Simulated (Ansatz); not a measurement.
```yaml
crystal:
  periodic: [false, false, false]
  atoms:
    - {symbol: Xx, position_ang: [-0.751928, 0.944410, -0.083577]}
    - {symbol: Si, position_ang: [0.514445, -0.614527, 0.036582]}
    - {symbol: F, position_ang: [0.604614, -1.179509, 1.524363]}
    - {symbol: F, position_ang: [0.028281, -1.832535, -0.869416]}
    - {symbol: H, position_ang: [-1.346252, 1.175248, -1.093179]}
    - {symbol: H, position_ang: [-0.880946, 1.701275, 0.830942]}
    - {symbol: H, position_ang: [1.892887, -0.262462, -0.391415]}
basis:
  gaussian: {orbitals: def2-TZVP, fitting: {mean_field: def2-universal-jkfit}}
total_charge: 1
magnetization: {spin_polarized: true, initial_magnetization: 1}
hamiltonian: {xc: {name: B2PLYP}}
```

```sh
$ ansatz run in.yaml --threads 2 --pin off --events-out ev --progress --plain --max-ram 4352MiB
```

Output, abridged:

```
Error: YAML parse error: error: line 4 column 16: `Xx` is not an element symbol (H … Og, case-exact)
 --> <input>:4:16
2 |   periodic: [false, false, false]
3 |   atoms:
4 |     - {symbol: Xx, position_ang: [-0.751928, 0.944410, -0.083577]}
5 |     - {symbol: Si, position_ang: [0.514445, -0.614527, 0.036582]}
6 |     - {symbol: F, position_ang: [0.604614, -1.179509, 1.524363]}
```

In this input an element symbol is wrong. The program refused the input.
